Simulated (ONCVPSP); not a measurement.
**germanium (Ge): one change to an ONCV potential, before and after**

Ge, optimised norm-conserving Vanderbilt (ONCV), made with ONCVPSP 4.0.1 (PBE, fully relativistic). Core [Ar] 3d10, reference 4s2 4p1 (charge +1). Waves: 4s: rc 1.85 bohr, ncon 4, nbas 7, qcut 4 1/bohr, 2 projectors, debl 2.1 Ha; 4p: rc 2.15 bohr, ncon 3, nbas 6, qcut 3.1 1/bohr, 2 projectors, debl 3.1 Ha; d scattering state at 0.35 Ha: rc 2.40 bohr, ncon 4, nbas 7, qcut 3.7 1/bohr, 1 projector. Local part: polynomial inside 1.20 bohr (lpopt 5, dvloc0 -1 Ha). Core correction: none.

Open shells are filled in proportion to 2j + 1.

All-electron outer shells of the reference configuration (PBE, scalar-relativistic, ld1.x):

| shell | level (eV) | outermost node (bohr) | outermost maximum (bohr) |
| --- | --- | --- | --- |
| 3p | -124.65 | 0.23 | 0.54 |
| 3d | -38.32 | – | 0.50 |
| 4s | -19.86 | 0.77 | 1.71 |
| 4p | -11.24 | 0.82 | 2.08 |

Change: local potential polynomial inside 1.20 bohr (lpopt 5, dvloc0 -2.5 Ha).

Cutoffs: the cutoffs (Ha) at which the residual kinetic energy of the hardest occupied pseudo-wave falls to 1 and 0.1 mHa per electron; they do not see the model core or the augmentation charge, which bear on the density cutoff. Errors are all-electron minus pseudo energies relative to the spin-unpolarised reference configuration.

Task: What does the change do?

Result: The potential gets neither clearly harder nor softer (8.8 Ha and 30 Ha → 8.8 Ha and 30 Ha); the lowest positive-energy flag moves from s at 43.7 eV to s at 18.3 eV; the errors of the 4 common tests hardly move; neither file shows a bound ghost.

| quantity | base | changed |
| --- | --- | --- |
| cutoff, loose | 8.8 Ha | 8.8 Ha |
| cutoff, tight | 30 Ha | 30 Ha |
| bound ghosts | none | none |
| GHOST(+) flags under 300 eV | s at 43.7 eV, p3/2 at 146.9 eV, p1/2 at 148.5 eV | s at 18.3 eV |
| error for 4s2 4p2, meV [ΔE -7.45 eV] | -0.5 | -0.5 |
| error for 4s2 4p0, meV [ΔE 15.44 eV] | +4.4 | +4.4 |
| error for 4s1 4p0, meV [ΔE 50.23 eV] | +106 | +106 |
| error for 4s1 4p2, meV [ΔE 8.71 eV] | +21 | +21 |
| s: phases at 1.87 bohr within 0.05 rad from the reference energy up to (Ha; the scan ends near 5) | 4.0 | to the end of the scan |
| p3/2: phases at 2.18 bohr within 0.05 rad from the reference energy up to (Ha; the scan ends near 5) | 4.4 | 3.9 |
| p1/2: phases at 2.18 bohr within 0.05 rad from the reference energy up to (Ha; the scan ends near 5) | 4.6 | 4.2 |
| d5/2: phases at 2.44 bohr within 0.05 rad from the reference energy up to (Ha; the scan ends near 5) | 1.5 | 1.5 |
| d3/2: phases at 2.44 bohr within 0.05 rad from the reference energy up to (Ha; the scan ends near 5) | 0.9 | 0.8 |
